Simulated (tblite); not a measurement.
C$_{2}$H$_{3}$O (SMILES C[C]=O), doublet, at a GFN2-xTB geometry; tblite with GFN1-xTB.

The tblite input:
```
$ tblite run mol.xyz --method gfn1 --charge 0 --spin 1 --json tblite.json --no-restart

# file mol.xyz
6

C     -0.98280623    -0.64031730     0.00918186
C      0.00892753     0.45680593     0.00356209
H     -0.51469410    -1.62955370    -0.00565307
H     -1.60234727    -0.53869636     0.89822118
H     -1.62802750    -0.52448715    -0.85962290
O      1.19854263     0.47422569    -0.01367611
```

What does tblite print? Leave out banner, timings and long lists.


```
xTB calculator
 | screened Coulomb repulsion
 | Coulomb electrostatics
 |  * isotropic Klopman-Ohno-Mataga-Nishimoto electrostatics
 |  * onsite third-order electrostatics
 | DFT-D3(BJ) dispersion correction

halogen bonding energy    0.0000000000000E+00 Eh
repulsion energy          1.1295314340875E-01 Eh
dispersion energy        -1.0290099829101E-03 Eh
number of electrons       1.7000000000000E+01 e
integral cutoff           1.9731147476801E+01 bohr

------------------------------------------------------------
  cycle        total energy    energy error   density error
------------------------------------------------------------
      1     -10.28312827065  -1.0395052E+01   6.2188232E-01
      2     -10.44508401288  -1.6195574E-01   3.3988961E-01
      3     -10.44788546212  -2.8014492E-03   1.7750190E-01
      4     -10.44889307089  -1.0076088E-03   3.0225266E-02
      5     -10.44999246679  -1.0993959E-03   7.2095321E-03
      6     -10.45001674923  -2.4282436E-05   5.7011043E-03
      7     -10.45005791307  -4.1163835E-05   2.8528424E-04
      8     -10.45005798019  -6.7128296E-08   1.4829178E-04
      9     -10.45005800273  -2.2532840E-08   4.1326763E-05
     10     -10.45005800463  -1.9039064E-09   2.2833846E-06
------------------------------------------------------------

electronic energy        -1.0561982138056E+01 Eh
total energy             -1.0450058004630E+01 Eh

Post processing:
 | Mayer-Wiberg bond orders

[Info] JSON dump of results written to 'tblite.json'
```
